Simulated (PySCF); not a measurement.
C3H5ClOSi, SMILES Cl[Si@@H]1CC=CO1.

Geometry: B3LYP-D3(BJ)/def2-SVP. The structure was generated by enumeration; whether it is a known compound was not checked. The values are those of a single conformer.

Level of theory: PBE/def2-TZVP run with PySCF.

Isolated molecule, no solvent.

Computed frontier levels, gap, dipole moment and polarisability:
```
Quantity                                                                                                        Value
---------------------------------------------------------------------------------------------  ----------------------
highest occupied level                                                                                       -5.62 eV
lowest empty level                                                                                           -0.72 eV
orbital gap                                                                                                   4.90 eV
dipole moment                                                                                                  1.87 D
quadrupole, principal values (traceless, Buckingham form, about the centre of nuclear charge)   -3.36, 0.16, 3.20 D·Å
mean static polarisability                                                                      71.8 bohr³ (10.64 Å³)
polarisability, principal values                                                               61.3, 70.0, 84.1 bohr³
```
